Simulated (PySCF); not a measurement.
Species: C₂H₅F₂Ge (charge -1, singlet). It need not be the lowest isomer of its formula. Whether it binds its extra electron was not tested at this geometry. SMILES: [CH2-][Ge]([CH3])([F])[F]
Geometry from a B3LYP-D3(BJ)/def2-TZVP (Ansatz) optimisation:
```xyz
10

C      1.7476     0.1031    -0.9449
Ge     0.1111     0.0120    -0.0868
C     -1.7776     0.2299    -0.6963
F     -0.1123    -1.5742     0.7299
F      0.0256     1.1716     1.2845
H      1.8488    -0.6702    -1.7098
H      1.9376     1.0986    -1.3525
H     -1.9159     1.2279    -1.1173
H     -2.0031    -0.5089    -1.4681
H     -2.4617     0.0947     0.1435
```
Charge -1, spin multiplicity 1.

Dispersion corrections to the total energy (kcal/mol) from the dftd3 and dftd4 libraries through PySCF: D3(BJ) without and D4 with the three-body term, each with the damping fitted for the functional named.

```json
[
 {"functional": "TPSSh", "D3(BJ)": "-4.76", "D4": "…"},
 {"functional": "TPSS", "D3(BJ)": "-5.15", "D4": "-6.63"},
 {"functional": "PBE0", "D3(BJ)": "-3.56", "D4": "…"},
 {"functional": "revPBE", "D3(BJ)": "-9.94", "D4": "-14.72"},
 {"functional": "PBE", "D3(BJ)": "-4.04", "D4": "…"},
 {"functional": "B3LYP", "D3(BJ)": "-7.25", "D4": "-7.92"},
 {"functional": "CAM-B3LYP", "D3(BJ)": "-3.33", "D4": "-4.22"}
]
```

What belongs in the gaps?


- TPSSh, D4: -6.02
- PBE0, D4: -4.17
- PBE, D4: -4.93
